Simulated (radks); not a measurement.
Values are calculated unless marked as measured or tabulated.
Species: V I. Configuration: [Ar] 3d4 6p1 (not the ground configuration). Level of theory: Dirac Kohn-Sham, PBE, spin-unpolarised, spherical densities, finite nucleus; open shells fill j = l - 1/2 first; Fermi nuclear charge, rms radius 3.6002 fm (a radial shooting solver on a logarithmic mesh with Libxc functionals).

Radial electron density D(r) = 4 pi r^2 rho(r):

r (bohr)  D(r) (e/bohr)
0.004931          2.136
0.005787          2.816
0.006845          3.735
0.008033          4.848
0.009502          6.311
0.01115           8.021
0.01309           10.06
0.01548           12.56
0.01817           15.23
0.02149           18.22
0.02522           21.09
0.02959           23.74
0.03501           25.95
0.04108           27.21
0.0486            27.41
0.05703           26.50
0.06692           24.74
0.07917           22.60
0.0929            21.08
0.1099            20.84
0.129             22.29
0.1513            25.03
0.179             28.11
0.2101            29.66
0.2485            28.47
0.2916            24.45
0.3422            18.71
0.4049            13.02
0.4751            9.761
0.5575            9.205
0.6595            10.50
0.774             11.72
0.9156            11.56
1.074             9.820
1.261             7.249
1.492             4.624
1.75              2.749
2.07              1.517
2.43             0.8577
2.851            0.4872
3.373            0.2598
3.958            0.1296
4.682           0.05283
5.495           0.02138
6.448           0.01736
7.628           0.02648
8.951           0.03032
10.59           0.01769
12.43          0.002641
14.58          0.003110
17.25           0.03200
20.24           0.07008
23.95           0.07607
28.1            0.03672
32.98          0.009026
39.01          0.001048

D(r) has 5 maxima, at r = 0.0459, 0.215, 0.832, 8.67, 22.5 bohr, and minima at 0.104, 0.531, 6.15 bohr, inside which lie 2.15, 10.50, 22.02 electrons.
